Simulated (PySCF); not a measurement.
## TDDFT excited states: C3H7F3OSi

Species: C3H7F3OSi.
Z-matrix (Å and degrees, PBE0-D3(BJ)/def2-SVP geometry), rows numbered from 1:
```
C 
Si  1  1.8583
O   2  1.6779  1  107.40
C   3  1.3852  2  124.05  1  -179.35
C   4  1.5131  3  109.39  2  -178.63
F   5  1.3312  4  111.68  3    60.80
F   5  1.3315  4  111.91  3   -60.21
F   5  1.3384  4  109.41  3  -179.81
H   1  1.1002  2  110.80  3   -60.50
H   1  1.1014  2  110.22  3   179.57
H   1  1.1004  2  110.70  3    59.83
H   2  1.4979  1  111.89  3  -119.41
H   2  1.4979  1  111.89  3   119.36
H   4  1.1062  3  112.80  2    62.40
H   4  1.1064  3  112.80  2   -59.95
```

Computed, not measured: TDDFT CAM-B3LYP/def2-SVPD, vertical, gas phase, core orbitals frozen in the response in PySCF.

Question: List the vertical singlet excitations with oscillator strengths and describe the spectrum.

Answer: 

| state | E (eV) | λ (nm) | f | \|μ\| (D) | main configurations (H = HOMO, L = LUMO) |
| --- | --- | --- | --- | --- | --- |
| S1 | 7.57 | 163.7 | 0.0048 | 0.41 | H→L (80%), H→L+2 (11%) |
| S2 | 8.14 | 152.4 | 0.027 | 0.93 | H→L+1 (80%), H→L+4 (9%) |
| S3 | 8.36 | 148.4 | 0.055 | 1.32 | H-1→L (71%), H-1→L+2 (15%) |
| S4 | 8.57 | 144.7 | 0.049 | 1.22 | H→L+2 (75%), H→L (11%) |
| S5 | 8.77 | 141.5 | 0.083 | 1.58 | H-1→L+1 (82%) |
| S6 | 9.07 | 136.7 | 0.034 | 1.00 | H-3→L (68%), H→L+3 (9%) |
| S7 | 9.14 | 135.6 | 0.011 | 0.55 | H-2→L (68%), H-1→L+2 (10%) |
| S8 | 9.18 | 135.1 | 0.0016 | 0.21 | H→L+3 (50%), H→L+4 (14%) |
| S9 | 9.47 | 130.9 | 0.285 | 2.82 | H-1→L+2 (60%), H-1→L (11%) |
| S10 | 9.50 | 130.5 | 0.055 | 1.24 | H→L+5 (67%) |

Triplets (Tamm–Dancoff): T1 7.19 eV, H→L (70%), H→L+2 (14%); T2 7.83 eV, H→L+1 (66%), H→L+4 (16%); T3 7.92 eV, H-1→L (62%), H-1→L+2 (11%), H-1→L+1 (11%); T4 8.28 eV, H→L+2 (68%), H→L (14%).

The lowest singlet lies at 7.57 eV (164 nm, vacuum ultraviolet) and is very weak; its leading configuration is HOMO→LUMO (80%). The strongest level in the table is S9 at 9.47 eV (131 nm, f = 0.285). Löwdin shares by element: HOMO oxygen 46%, hydrogen 20% or more, silicon 16% (atoms not listed hold the other 18%); LUMO silicon 24%, hydrogen 17% or more, carbon 16% or more (atoms not listed hold the other 43%). Orbital energies (eV): HOMO-3 -11.51, HOMO-2 -11.39, HOMO-1 -10.67, HOMO -10.03, LUMO 1.08, LUMO+1 1.11, LUMO+2 1.62. The listed states span 1.92 eV, and the widest gap between neighbours is 0.56 eV (S1 to S2). Of the 10 states listed, 8 reach f = 0.01 and none stays under 0.0005. All these states lie below the vertical ionisation energy of 10.88 eV (ΔSCF). The window holds the lowest 10 singlets.

One conformer stands for the species.

Without π bonds the low states are Rydberg-like; a valence basis with one diffuse set may place them up to an eV too high.
